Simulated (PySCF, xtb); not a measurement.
B(All)(Cl)(OH) (C3H6BClO), SMILES C=CCB(O)Cl. The values are those of a single conformer.

Harmonic wavenumbers (cm⁻¹) from GFN2-xTB run with xtb at its own minimum, in rising order: 15, 70, 157, 276, 334, 413, 489, 555, 586, 656, 834, 862, 890, 947, 1020, 1032, 1085, 1164, 1225, 1285, 1296, 1414, 1468, 1713, 2972, 2978, 3070, 3095, 3128, 3605.

**Question.** What does PySCF with B3LYP-D3(BJ)/def2-SVP give at its own minimum? (An estimate is asked for; the answer gives what the named calculation found.)

**Answer.** 34, 78, 178, 320, 364, 422, 527, 580, 591, 686, 848, 915, 931, 955, 1025, 1055, 1173, 1205, 1234, 1309, 1403, 1428, 1436, 1716, 3005, 3061, 3129, 3152, 3226, 3842. Paired by order, the mean absolute difference is 42 cm⁻¹ and the zero-point energies are 55.2 and 56.9 kcal/mol.
